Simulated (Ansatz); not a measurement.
Method: B3LYP-D3(BJ)/def2-SVP run with Ansatz (a quantum-chemistry and plane-wave program). No frequencies were computed at this level.

Ansatz 0.2 input:
```yaml
crystal:
  periodic: [false, false, false]
  atoms:
    - { symbol: C, position_ang: [4.782988, 1.399799, -0.87681] }
    - { symbol: O, position_ang: [3.492657, 1.005738, -0.525732] }
    - { symbol: Si, position_ang: [3.014083, -0.430437, 0.05917] }
    - { symbol: C, position_ang: [1.159075, -0.190241, 0.294405] }
    - { symbol: Si, position_ang: [0.321359, -1.737944, 0.982142] }
    - { symbol: C, position_ang: [-1.54933, -1.433542, 1.151746] }
    - { symbol: Si, position_ang: [-2.495455, -2.900609, 1.87949] }
    - { symbol: C, position_ang: [-4.35736, -2.412292, 1.928944] }
    - { symbol: C, position_ang: [-5.134716, -3.46912, 2.485435] }
    - { symbol: N, position_ang: [-5.736658, -4.332535, 2.936042] }
    - { symbol: H, position_ang: [5.452453, 1.347529, -0.015295] }
    - { symbol: H, position_ang: [4.738509, 2.428393, -1.236181] }
    - { symbol: H, position_ang: [5.18321, 0.759251, -1.665378] }
    - { symbol: H, position_ang: [3.699783, -0.737003, 1.31984] }
    - { symbol: H, position_ang: [3.320179, -1.508146, -0.888697] }
    - { symbol: H, position_ang: [0.706084, 0.083234, -0.657436] }
    - { symbol: H, position_ang: [0.985492, 0.650368, 0.964749] }
    - { symbol: H, position_ang: [0.532949, -2.878196, 0.085067] }
    - { symbol: H, position_ang: [0.868304, -2.071508, 2.30096] }
    - { symbol: H, position_ang: [-1.709251, -0.552475, 1.77363] }
    - { symbol: H, position_ang: [-1.956009, -1.186303, 0.170849] }
    - { symbol: H, position_ang: [-2.370052, -4.095107, 1.041181] }
    - { symbol: H, position_ang: [-2.071552, -3.187529, 3.251841] }
    - { symbol: H, position_ang: [-4.724827, -2.202946, 0.923234] }
    - { symbol: H, position_ang: [-4.502969, -1.51722, 2.535581] }
basis:
  gaussian: { orbitals: def2-svp }
hamiltonian:
  xc: b3lyp
  dispersion: d3bj
relax:
  max_steps: 150
```

Output:

```
Functional definition: B3LYP
2455 factors; integrals over basis functions are off by at most 5.2e-4 eV
mean field evaluation 1: about -32570.1048 eV, gradient 8.9e1 eV
mean field evaluation 2: about -32554.0969 eV, gradient 1.2e2 eV
mean field evaluation 4: about -32587.8300 eV, gradient 9.9e0 eV
mean field evaluation 8: about -32588.0846 eV, gradient 3.3e-1 eV
mean field evaluation 16: about -32588.0849 eV, gradient 6.8e-5 eV
mean field -32588.08490291 eV, -1197.5900311847 hartree, gradient 8.0e-6 eV, S^2 0.000000; 0 other end points of the search recorded, 0 dependent functions left out
reference -32588.08533205 eV, -1197.5900469551 hartree; 51, 51 occupied and 176, 176 virtual orbitals, 2455 factors
relax step   1: F+E_penalty+E_count = -32589.26634397 eV  Δ(F+E_penalty+E_count) = +0.000e0 eV  max|allowed force component| = 1.520e0 eV/Å  Δτ_max = 0.0000 Å  (29 SCF iters, accepted)
these checks for a lower state are left out or cut short: starts, cluster_reference, orbital_swaps, neighbouring_geometries, increment
2455 factors; integrals over basis functions are off by at most 5.4e-4 eV
mean field -32588.28271590 eV, -1197.5973006778 hartree, gradient 1.2e-5 eV, S^2 0.000000; 0 other end points of the search recorded, 0 dependent functions left out
reference -32588.28314844 eV, -1197.5973165733 hartree; 51, 51 occupied and 176, 176 virtual orbitals, 2455 factors
relax step   2: F+E_penalty+E_count = -32589.44458094 eV  Δ(F+E_penalty+E_count) = -1.782e-1 eV  max|allowed force component| = 6.186e-1 eV/Å  Δτ_max = 0.1414 Å  (31 SCF iters, accepted)
these checks for a lower state are left out or cut short: starts, cluster_reference, orbital_swaps, neighbouring_geometries, increment
2455 factors; integrals over basis functions are off by at most 5.5e-4 eV
mean field evaluation 32: about -32588.3015 eV, gradient 1.2e-5 eV
mean field -32588.30145053 eV, -1197.5979891630 hartree, gradient 1.2e-5 eV, S^2 0.000000; 0 other end points of the search recorded, 0 dependent functions left out
reference -32588.30188217 eV, -1197.5980050253 hartree; 51, 51 occupied and 176, 176 virtual orbitals, 2455 factors
relax step   3: F+E_penalty+E_count = -32589.46650814 eV  Δ(F+E_penalty+E_count) = -2.193e-2 eV  max|allowed force component| = 3.244e-1 eV/Å  Δτ_max = 0.0366 Å  (33 SCF iters, accepted)
these checks for a lower state are left out or cut short: starts, cluster_reference, orbital_swaps, neighbouring_geometries, increment
2455 factors; integrals over basis functions are off by at most 5.5e-4 eV
mean field -32588.30396960 eV, -1197.5980817369 hartree, gradient 1.2e-5 eV, S^2 0.000000; 0 other end points of the search recorded, 0 dependent functions left out
reference -32588.30440076 eV, -1197.5980975819 hartree; 51, 51 occupied and 176, 176 virtual orbitals, 2455 factors
relax step   4: F+E_penalty+E_count = -32589.46969311 eV  Δ(F+E_penalty+E_count) = -3.185e-3 eV  max|allowed force component| = 1.218e-1 eV/Å  Δτ_max = 0.0101 Å  (33 SCF iters, accepted)
these checks for a lower state are left out or cut short: starts, cluster_reference, orbital_swaps, neighbouring_geometries, increment
2455 factors; integrals over basis functions are off by at most 5.5e-4 eV
mean field -32588.30466379 eV, -1197.5981072481 hartree, gradient 1.2e-5 eV, S^2 0.000000; 0 other end points of the search recorded, 0 dependent functions left out
reference -32588.30509448 eV, -1197.5981230757 hartree; 51, 51 occupied and 176, 176 virtual orbitals, 2455 factors
relax step   5: F+E_penalty+E_count = -32589.47114071 eV  Δ(F+E_penalty+E_count) = -1.448e-3 eV  max|allowed force component| = 6.421e-2 eV/Å  Δτ_max = 0.0141 Å  (33 SCF iters, accepted)
these checks for a lower state are left out or cut short: starts, cluster_reference, orbital_swaps, neighbouring_geometries, increment
2455 factors; integrals over basis functions are off by at most 5.5e-4 eV
mean field -32588.30486685 eV, -1197.5981147103 hartree, gradient 1.2e-5 eV, S^2 0.000000; 0 other end points of the search recorded, 0 dependent functions left out
reference -32588.30529737 eV, -1197.5981305318 hartree; 51, 51 occupied and 176, 176 virtual orbitals, 2455 factors
relax step   6: F+E_penalty+E_count = -32589.47212577 eV  Δ(F+E_penalty+E_count) = -9.851e-4 eV  max|allowed force component| = 2.030e-2 eV/Å  Δτ_max = 0.0235 Å  (31 SCF iters, accepted)
these checks for a lower state are left out or cut short: starts, cluster_reference, orbital_swaps, neighbouring_geometries, increment
2455 factors; integrals over basis functions are off by at most 5.5e-4 eV
mean field -32588.30529860 eV, -1197.5981305767 hartree, gradient 1.2e-5 eV, S^2 0.000000; 0 other end points of the search recorded, 0 dependent functions left out
reference -32588.30572906 eV, -1197.5981463961 hartree; 51, 51 occupied and 176, 176 virtual orbitals, 2455 factors
relax step   7: F+E_penalty+E_count = -32589.47240585 eV  Δ(F+E_penalty+E_count) = -2.801e-4 eV  max|allowed force component| = 4.932e-3 eV/Å  Δτ_max = 0.0213 Å  (33 SCF iters, accepted)
these checks for a lower state are left out or cut short: starts, cluster_reference, orbital_swaps, neighbouring_geometries, increment
2455 factors; integrals over basis functions are off by at most 5.5e-4 eV
mean field evaluation 64: about -32588.3053 eV, gradient 1.2e-3 eV
mean field -32588.30529822 eV, -1197.5981305631 hartree, gradient 1.7e-5 eV, S^2 0.000000; 0 other end points of the search recorded, 0 dependent functions left out
reference -32588.30572864 eV, -1197.5981463807 hartree; 51, 51 occupied and 176, 176 virtual orbitals, 2455 factors
relax step   8: F+E_penalty+E_count = -32589.47242926 eV  Δ(F+E_penalty+E_count) = -2.341e-5 eV  max|allowed force component| = 5.816e-3 eV/Å  Δτ_max = 0.0105 Å  (25 SCF iters, accepted)
2455 factors; integrals over basis functions are off by at most 5.5e-4 eV
mean field -32588.30529822 eV, -1197.5981305631 hartree, gradient 1.7e-5 eV, S^2 0.000000; 1 other end points of the search recorded, 0 dependent functions left out
reference -32588.30572864 eV, -1197.5981463807 hartree; 51, 51 occupied and 176, 176 virtual orbitals, 2455 factors
Total energy: -32589.47285968 eV, -1197.6410376550 hartree
Atom 0 at     4.856144     1.424405    -0.898116 Å, force    -0.000404    -0.005816     0.003421 eV/Å
Atom 1 at     3.520951     1.121961    -0.568039 Å, force    -0.001676     0.000827    -0.000767 eV/Å
Atom 2 at     3.006683    -0.347695     0.033431 Å, force     0.001582     0.001848    -0.001059 eV/Å
Atom 3 at     1.159194    -0.224440     0.296647 Å, force     0.000420     0.001140    -0.001302 eV/Å
Atom 4 at     0.303536    -1.752427     0.993994 Å, force     0.002792     0.000290    -0.000076 eV/Å
Atom 5 at    -1.559066    -1.469820     1.169427 Å, force     0.005207    -0.000987    -0.000136 eV/Å
Atom 6 at    -2.536990    -2.906589     1.886567 Å, force    -0.002003     0.001903    -0.001094 eV/Å
Atom 7 at    -4.394499    -2.432210     1.950570 Å, force    -0.000750    -0.005340     0.003114 eV/Å
Atom 8 at    -5.225634    -3.490800     2.499521 Å, force    -0.005331    -0.000472     0.000684 eV/Å
Atom 9 at    -5.849317    -4.362179     2.943060 Å, force     0.004021     0.001476    -0.001271 eV/Å
Atom 10 at     5.528080     1.343901    -0.022285 Å, force     0.001647     0.002017    -0.000299 eV/Å
Atom 11 at     4.904004     2.460183    -1.269397 Å, force    -0.002064    -0.000519     0.000419 eV/Å
Atom 12 at     5.248332     0.758744    -1.690673 Å, force     0.000730     0.001323    -0.001473 eV/Å
Atom 13 at     3.704052    -0.648271     1.322026 Å, force    -0.000191    -0.000132     0.001291 eV/Å
Atom 14 at     3.328203    -1.440754    -0.935548 Å, force    -0.000370    -0.001002    -0.000494 eV/Å
Atom 15 at     0.693559     0.028664    -0.672345 Å, force    -0.000882     0.000124    -0.001309 eV/Å
Atom 16 at     0.967485     0.626188     0.974531 Å, force    -0.000528     0.000726     0.000714 eV/Å
Atom 17 at     0.533339    -2.920697     0.092843 Å, force    -0.000166    -0.000566    -0.000132 eV/Å
Atom 18 at     0.873761    -2.086848     2.332918 Å, force    -0.000116     0.000295     0.000652 eV/Å
Atom 19 at    -1.715397    -0.580862     1.806408 Å, force    -0.001257    -0.000070     0.000576 eV/Å
Atom 20 at    -1.965379    -1.224487     0.171840 Å, force    -0.001288    -0.000204     0.000001 eV/Å
Atom 21 at    -2.398995    -4.122765     1.038810 Å, force    -0.001494     0.000686    -0.001292 eV/Å
Atom 22 at    -2.089532    -3.215804     3.272462 Å, force    -0.001046     0.000802     0.000564 eV/Å
Atom 23 at    -4.734996    -2.186600     0.930541 Å, force     0.001581     0.000526    -0.001036 eV/Å
Atom 24 at    -4.508573    -1.519639     2.559585 Å, force     0.001588     0.001125     0.000302 eV/Å
Dipole moment:     0.616756     0.818039    -0.418529 e Å
```

Cost: roughly 5 core-minutes.
